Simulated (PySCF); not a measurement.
The PySCF input:
```python
from pyscf import gto, scf, dft

mol = gto.Mole()
mol.atom = '''
    Cl    3.260520   -0.537385   -1.133368
    Si    1.607106    0.236495   -0.268361
    Cl    2.000356    0.665270    1.659763
    Cl    1.070948    1.914459   -1.244470
    C     0.222534   -1.078709   -0.369507
    Si   -1.540598   -0.558887    0.157927
    Cl   -2.292451    0.750632   -1.174752
    Cl   -1.521724    0.270632    1.992963
    Cl   -2.691999   -2.218463    0.189364
    H     0.524084   -1.934155    0.236603
    H     0.173553   -1.447570   -1.394999
'''
mol.basis = 'sto-3g'
mol.charge = 0
mol.spin = 0
mol.verbose = 3
mol.build()

mf = dft.RKS(mol)
mf.xc = 'b3lyp'
mf.grids.atom_grid = (99, 590)
mf.grids.prune = None
mf.kernel()
```

Question: What does this run give for the HOMO-LUMO gap, dipole moment, total energy, Mulliken (on the basis functions themselves) charges in atom order?

Answer: 
HOMO-LUMO gap: 8.76 eV
dipole moment: 2.16 D
total energy: -3342.526961 Ha
Mulliken (on the basis functions themselves) charges in atom order: Cl1 -0.28, Si2 0.93, Cl3 -0.27, Cl4 -0.27, C5 -0.45, Si6 0.93, Cl7 -0.27, Cl8 -0.27, Cl9 -0.28, H10 0.11, H11 0.11

Question: Roughly what does it cost on one core?

Answer: about 30 core-seconds (a rough figure).
